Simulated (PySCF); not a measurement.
Energy of Ir (iridium, neutral) between two integer charges

The 6s beta orbital of [Xe] 4f14 5d7 6s2 is emptied in steps (occupation f), with all orbitals relaxed, ending at [Xe] 4f14 5d7 6s1. Computed with PySCF 2.14 in aug-cc-pVTZ-PP with ECP60MDF (6s6p5d3f2g, 88 functions), with scalar relativity through the core potential. The exact energy is a straight line in f; departures are measured from the line between the end points of the same method.

| f | HSE06 (eV) |
| --- | --- |
| 1 | 0.000 |
| 0.75 | -0.500 |
| 0.5 | -0.672 |
| 0.25 | -0.509 |
| 0 | 0.000 |

| method | E(f=0) − E(f=1) (eV) | −ε at f=1 (eV) | −ε at f=0.5 (eV) |
| --- | --- | --- | --- |
| HSE06 | 8.690 | 6.028 | 8.664 |

Orbital energy along the path (eV):

```tsv
f	HSE06
1	-6.028
0.75	-7.348
0.5	-8.664
0.25	-10.028
0	-11.401
```

Reference removal energy between the ground levels: 8.967 eV (measured; NIST Atomic Spectra Database, ionization energies). The calculation has no spin-orbit coupling.
